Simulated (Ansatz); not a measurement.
`[OH][Sc]([F])[Cl]` + NH₃ → `[NH2][Sc]([OH])[Cl]` + H–F at 298.15 K and 1 bar (ligand exchange at the Sc–F bond).

Gas-phase electronic energies from Ansatz, PBE0-D4/def2-TZVP geometries. CCSD(T)/CBS is the MP2 limit (def2-TZVPP, def2-QZVPP) plus CCSD(T) − MP2 in def2-TZVPP, frozen cores. This one scheme is used for every species. For Sc outer-core shells are correlated without core-valence functions, which leaves a few kJ/mol of doubt a bond. Scalar relativity is left out up to krypton. Each species was taken in one conformer, which may not be the lowest.

| species | CCSD(T)/CBS energy (Eh) | H − E (kJ/mol) | S (J/(mol·K)) |
| --- | --- | --- | --- |
| `[OH][Sc]([F])[Cl]` | -1395.76221 | 59.9 | 339.0 |
| NH₃ | -56.50880 | 100.5 | 192.4 |
| `[NH2][Sc]([OH])[Cl]` | -1351.83246 | 122.0 | 350.2 |
| H–F | -100.39570 | 33.5 | 173.6 |

H − E and S are ideal-gas, rigid-rotor, harmonic terms from PBE0-D4/def2-TZVP, for one conformer and one mirror image of each species. 1 Eh = 2625.50 kJ/mol, R = 8.31446 J/(mol·K).

Task: By hand: ΔE, ΔH, ΔS and ΔG.

Result: ΔE = (-1351.83246) + (-100.39570) − (-1395.76221) − (-56.50880) = 0.04285 Eh = 112.5 kJ/mol. Δ(H − E) = 122.0 + 33.5 − 59.9 − 100.5 = -4.9, so ΔH = 107.6 kJ/mol. ΔS = 350.2 + 173.6 − 339.0 − 192.4 = -7.6 J/(mol·K). ΔG = 107.6 − 298.15 × (-7.6)/1000 = 109.9 kJ/mol.

Task: By hand: the equilibrium constant, and the temperature at which ΔG would vanish if ΔH and ΔS stayed fixed.

Result: log₁₀ K = −ΔG/(RT ln 10) = -19.3. ΔH and −TΔS have one sign here, so there is no such temperature.

The number of gas molecules stays the same, so ΔS is small and ΔH decides. A doubt of 5 kJ/mol in ΔE shifts log₁₀ K by 0.9 here. Other conformers and mirror images would add mixing entropy, several J/(mol·K) or more a flexible species. These are equilibria of isolated gas molecules and say nothing of rates. Largest T1 diagnostic: 0.016 (customary marks: 0.02 for closed shells, 0.045 for open ones).

ΔS is within the doubt of such terms, so its sign, and with it that verdict, could turn.
